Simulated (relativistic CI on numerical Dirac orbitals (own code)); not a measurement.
# Energy levels of Nb⁵⁺

Calculated at this level of theory: Dirac-Coulomb-Breit CI, KLI orbitals optimised for each configuration, QED by a radiative potential, valence Slater integrals scaled by 0.9, configuration energies shifted to the measured levels that pair with them (semi-empirical) (own radial code, finite nucleus).

Configurations in the expansion (outside the closed core [Ar] 3d10): 4s2 4p6, 4s2 4p5 4d, 4s2 4p5 5s, 4s2 4p5 5d, 4s2 4p5 6s, 4s2 4p4 4d2, 4s 4p6 4d, 4s2 4p5 4f, 4s2 4p5 5p, 4s 4p6 4f, 4p6 4d2, 4s2 4p4 4f2, 4s2 4p5 6p, 4s 4p5 4d2, 4s2 4p5 5f, 4s2 4p4 4d 4f, 4s2 4p5 6d, 4s2 4p5 5g, 4s 4p6 5s, 4s2 4p5 6f, 4s 4p6 5p, 4s2 4p4 4d 5s, 4p6 4f2, 4s 4p6 5d, 4s 4p6 6s, 4s2 4p4 4d 5p, 4s 4p6 6p, 4s 4p5 4d 4f, 4s 4p6 5f, 4s 4p6 6d. Levels of other configurations are missing.

| No. | Configuration | Term | J | E (cm⁻¹) | % | Landé g | jj configuration (%) |
| --- | --- | --- | --- | --- | --- | --- | --- |
| 1 | 4s2 4p6 | 1S | 0 | 0 | 97 |  | closed (97) |
| 2 | 4s2 4p5 4d‡ | 3P° | 0 | 285336 | 99 |  | 4p3/2^3 4d3/2 (99) |
| 3 | 4s2 4p5 4d‡ | 3P° | 1 | 287965 | 96 | 1.470 | 4p3/2^3 4d3/2 (67) |
| 4 | 4s2 4p5 4d‡ | 3P° | 2 | 293258 | 88 | 1.460 | 4p3/2^3 4d5/2 (64) |
| 5 | 4s2 4p5 4d‡ | 3F° | 4 | 297999 | 99 | 1.250 | 4p3/2^3 4d5/2 (99) |
| 6 | 4s2 4p5 4d‡ | 3F° | 3 | 300404 | 82 | 1.092 | 4p3/2^3 4d3/2 (86) |
| 7 | 4s2 4p5 4d‡ | 3F° | 2 | 304325 | 60 | 0.821 | 4p3/2^3 4d3/2 (67) |
| 8 | 4s2 4p5 4d‡ | 3D° | 3 | 312681 | 63 | 1.214 | 4p3/2^3 4d5/2 (95) |
| 9 | 4s2 4p5 4d‡ | 1D° | 2 | 319656 | 46 | 0.898 | 4p1/2 4p3/2^4 4d3/2 (82) |
| 10 | 4s2 4p5 4d‡ | 3D° | 1 | 319678 | 95 | 0.533 | 4p1/2 4p3/2^4 4d3/2 (49) |
| 11 | 4s2 4p5 4d‡ | 3D° | 2 | 323860 | 62 | 1.153 | 4p1/2 4p3/2^4 4d5/2 (79) |
| 12 | 4s2 4p5 4d‡ | 1F° | 3 | 327096 | 53 | 1.110 | 4p1/2 4p3/2^4 4d5/2 (90) |
| 13 | 4s2 4p5 4d‡ | 1P° | 1 | 395148 | 94 | 0.996 | 4p3/2^3 4d5/2 (49) |
| 14 | 4s2 4p5 5s‡ | 3P° | 2 | 421113 | 99 | 1.501 | 4p3/2^3 5s (99) |
| 15 | 4s2 4p5 5s‡ | 1P° | 1 | 424434 | 51 | 1.240 | 4p3/2^3 5s (97) |
| 16 | 4s2 4p5 5s‡ | 3P° | 0 | 440087 | 99 |  | 4p1/2 4p3/2^4 5s (99) |
| 17 | 4s2 4p5 5s‡ | 3P° | 1 | 442377 | 51 | 1.260 | 4p1/2 4p3/2^4 5s (97) |
| 18 | 4s2 4p5 5p‡ | 3S | 1 | 477607 | 84 | 1.921 | 4p3/2^3 5p1/2 (58) |
| 19 | 4s2 4p5 5p‡ | 3D | 2 | 483647 | 57 | 1.129 | 4p3/2^3 5p1/2 (97) |
| 20 | 4s2 4p5 5p‡ | 3D | 3 | 486170 | 99 | 1.334 | 4p3/2^3 5p3/2 (99) |
| 21 | 4s2 4p5 5p‡ | 1P | 1 | 488981 | 46 | 0.972 | 4p3/2^3 5p3/2 (58) |
| 22 | 4s2 4p5 5p‡ | 3P | 2 | 491681 | 67 | 1.341 | 4p3/2^3 5p3/2 (97) |
| 23 | 4s2 4p5 5p‡ | 3P | 0 | 498979 | 78 |  | 4p3/2^3 5p3/2 (78) |
| 24 | 4s2 4p5 5p‡ | 3D | 1 | 502533 | 63 | 0.692 | 4p1/2 4p3/2^4 5p1/2 (94) |
| 25 | 4s2 4p5 5p‡ | 3D | 2 | 507616 | 40 | 1.197 | 4p1/2 4p3/2^4 5p3/2 (97) |
| 26 | 4s2 4p5 5p‡ | 3P | 1 | 508239 | 65 | 1.415 | 4p1/2 4p3/2^4 5p3/2 (92) |
| 27 | 4s 4p6 4d‡ | 3D | 1 | 512587 | 72 | 0.500 | 4s 4d3/2 (72) |
| 28 | 4s 4p6 4d‡ | 3D | 2 | 513588 | 71 | 1.165 | 4s 4d3/2 (49) |
| 29 | 4s 4p6 4d‡ | 3D | 3 | 515421 | 73 | 1.333 | 4s 4d5/2 (73) |
| 30 | 4s2 4p5 5p‡ | 1S | 0 | 516000 | 77 |  | 4p1/2 4p3/2^4 5p1/2 (78) |
| 31 | 4s 4p6 4d‡ | 1D | 2 | 526130 | 63 | 1.001 | 4s 4d5/2 (45) |
| 32 | 4s2 4p5 4f‡ | 3G | 5 | 558799 | 86 | 1.200 | 4p3/2^3 4f7/2 (86) |
| 33 | 4s2 4p5 4f‡ | 3G | 4 | 559721 | 55 | 1.038 | 4p3/2^3 4f5/2 (83) |
| 34 | 4s2 4p5 4f‡ | 3D | 1 | 560628 | 74 | 0.493 | 4p3/2^3 4f5/2 (74) |
| 35 | 4s2 4p5 4f‡ | 3D | 2 | 561919 | 63 | 1.102 | 4p3/2^3 4f5/2 (51) |
| 36 | 4s2 4p5 4f‡ | 3G | 3 | 563145 | 39 | 0.903 | 4p3/2^3 4f5/2 (74) |
| 37 | 4s2 4p5 4f‡ | 3D | 3 | 563371 | 44 | 1.225 | 4p3/2^3 4f7/2 (69) |
| 38 | 4s2 4p5 4f‡ | 3F | 4 | 564272 | 48 | 1.159 | 4p3/2^3 4f7/2 (79) |
| 39 | 4s2 4p4 4d2‡ | 5S | 2 | 565663 | 89 | 1.954 | 4p3/2^2 4d3/2 4d5/2 (34) |
| 40 | 4s2 4p4 4d2‡ | 5D | 0 | 567684 | 87 |  | 4p3/2^2 4d3/2^2 (68) |
| 41 | 4s2 4p4 4d2‡ | 5D | 1 | 568063 | 83 | 1.392 | 4p3/2^2 4d3/2^2 (43) |
| 42 | 4s2 4p4 4d2‡ | 5D | 2 | 568525 | 67 | 1.400 | 4p3/2^2 4d3/2 4d5/2 (36) |
| 43 | 4s2 4p4 4d2‡ | 5D | 3 | 568593 | 62 | 1.397 | 4p3/2^2 4d3/2 4d5/2 (44) |
| 44 | 4s2 4p4 4d2‡ | 5D | 4 | 568697 | 65 | 1.437 | 4p3/2^2 4d3/2 4d5/2 (37) |
| 45 | 4s2 4p5 4f‡ | 3F | 2 | 570836 | 46 | 0.829 | 4p3/2^3 4f7/2 (47) |

Energies count from the lowest computed level; ° marks odd parity. Filled j subshells are mostly left out of the jj labels. ‡ marks configurations that were not tied to measured data.

The mean weight of the leading LS term, summed over parents, in these 45 levels is 71 %, and that of the leading jj configuration (from the same eigenvectors) 74 %.

Configurations whose levels could be paired with our table of measured levels were shifted onto them, all but the ground configuration, by the median error of their levels; single terms can still be off by 1,000 to 2,000 cm⁻¹ or more, and rates follow the energies as ν³ (E1, M1) or ν⁵ (E2). The others borrow a shift and can be off by several thousand cm⁻¹ or more.

LS names give the leading component of a level, which can be under half, so a name can repeat, a term be missing and a line seem to break the LS rules.
